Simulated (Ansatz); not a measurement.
Calculated with Ansatz (gas phase, PBE0-D4/def2-TZVP geometries, no zero-point term in ΔE). CBS: MP2 limit from def2 TZ/QZ plus the TZ coupled-cluster correction, frozen cores. This one scheme is used for every species. Functionals use def2-TZVPP. B3LYP here is the variant with VWN-RPA as its local correlation; programs differ in this. For Ge outer-core shells are correlated without core-valence functions, which leaves a few kJ/mol of doubt a bond. Scalar relativity is left out up to krypton. Each species was taken in one conformer, which may not be the lowest.

Consider the cleavage of the Si–Si bond: `S[SiH2][SiH2][GeH3]` + `OCO` → `OCO[SiH2]S` + `[SiH3][GeH3]`.

`S[SiH2][SiH2][GeH3]`:

Cartesian coordinates in Å:
```
S -0.292 1.793 2.112
Si -0.928 -0.195 1.617
Si -0.893 -0.480 -0.701
Ge 1.313 -0.063 -1.494
H 0.847 1.733 1.401
H -0.073 -1.222 2.273
H -2.299 -0.290 2.181
H -1.840 0.479 -1.331
H -1.292 -1.867 -1.073
H 2.289 -1.102 -0.916
H 1.783 1.332 -1.041
H 1.384 -0.119 -3.028
```

`OCO`:

Cartesian coordinates in Å:
```
O -0.775 0.889 -0.307
C 0.324 0.177 0.179
O 0.205 -1.201 -0.008
H -0.832 0.734 -1.255
H 0.394 0.443 1.239
H 1.252 0.458 -0.331
H -0.567 -1.501 0.483
```

`OCO[SiH2]S`:

Cartesian coordinates in Å:
```
O 1.515 -0.747 0.140
C 0.869 -0.308 -1.017
O -0.524 -0.393 -0.917
Si -1.349 0.166 0.399
S -0.649 2.057 1.087
H 1.393 -1.698 0.220
H 1.158 -0.897 -1.893
H 1.176 0.733 -1.149
H -1.285 -0.816 1.507
H -2.741 0.370 -0.056
H 0.438 1.532 1.679
```

`[SiH3][GeH3]`:

```xyz
8

Si   -0.644    1.009    0.087
Ge    0.631   -0.991   -0.086
H    -1.245    1.116    1.443
H    -1.734    1.010   -0.923
H     0.227    2.191   -0.146
H     1.768   -0.998    0.950
H     1.253   -1.116   -1.487
H    -0.256   -2.222    0.162
```

| level | ΔE (kJ/mol) |
| --- | --- |
| PBE-D4 | -67.8 |
| B3LYP-D4 | -90.1 |
| B2PLYP | -95.8 |
| B3LYP | -92.5 |
| MP2/def2-TZVPP | -96.2 |
| SCS-MP2/def2-TZVPP | -100.4 |
| HF/def2-QZVPP | -113.5 |
| MP2/CBS(def2) | -94.0 |

Q: What does CCSD(T)/CBS give? (Estimate.)

A: Ansatz gave: -88.9 kJ/mol. The listed levels differ from it by 21.1, -1.2, -6.9, -3.6, -7.3, -11.5, -24.6, -5.1 kJ/mol.

Largest T1 diagnostic among the species: 0.012.

In def2-TZVPP, CCSD(T) changes the Hartree–Fock value by +20.9 kJ/mol (the triples alone add +2.7 kJ/mol) and MP2 by +15.7 kJ/mol. From PBE to PBE0 (25 % exact exchange), in def2-TZVPP and without D4, ΔE moves by −5.7 kJ/mol.
